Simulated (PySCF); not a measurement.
SMILES c1(ccccc1)/C=C\S (C8H8S) at its GFN2-xTB optimised geometry (Å):

```
17

S     -3.0689    -1.0333     1.9495
C     -2.2535    -1.9901     0.7305
C     -1.1847    -1.6630     0.0052
C     -0.4680    -0.3890     0.0000
C     -1.1353     0.8356    -0.0393
C     -0.4258     2.0229    -0.0487
C      0.9582     2.0094    -0.0180
C      1.6322     0.7987     0.0000
C      0.9272    -0.3890     0.0000
H     -2.1821    -0.0387     1.9852
H     -2.7123    -2.9627     0.6438
H     -0.7656    -2.4330    -0.6306
H     -2.2135     0.8565    -0.1069
H     -0.9573     2.9627    -0.0850
H      1.5101     2.9376    -0.0202
H      2.7123     0.7820     0.0097
H      1.4548    -1.3322     0.0134
```

Method: B3LYP/def2-SVP run with PySCF 2.14.0. Cells within 0.4 Å of a nucleus heavier than hydrogen are left out (blank, or x).

Map of the electrostatic potential (hartree/e), clipped to [-0.08, 0.12] on the plane z = 0.0 Å:

```
|111111111111111111111111111|
|111111112222222222221111111|
|111111122232222222222111111|
|111111122455322345432211111|
|111111223899743599952211111|
|111111224999987999963211111|
|111111224999999999963221111|
|111112223899x99xx9943222111|
|11111233599xx99xx9963322211|
|111123699999999999998632211|
|0111259999x999999x999963221|
|0001259999xx99999xx99993221|
|000013999999999999999963221|
|000002358999x99999997532211|
|00000123599xx99xx9953322211|
|000001237999x99999942222111|
|000002469999999999952221111|
|000014999xx9997999952211111|
|0011279999x9964599842211111|
|111126999999943344422211111|
|111237999999632222222111111|
|111248985444322122211111111|
|112236753222211111111111111|
|111233432221111111111111111|
|111222222211111111111111111|
|111122222111111111111111111|
|111111111111111111111111111|
```
Scale: ten equal steps from -0.018 (start of '0') to 0.120 (end of '9'), in the order '0123456789'; x runs from -5.00 to 5.00, y from -5.00 (bottom) to 5.00 (top).
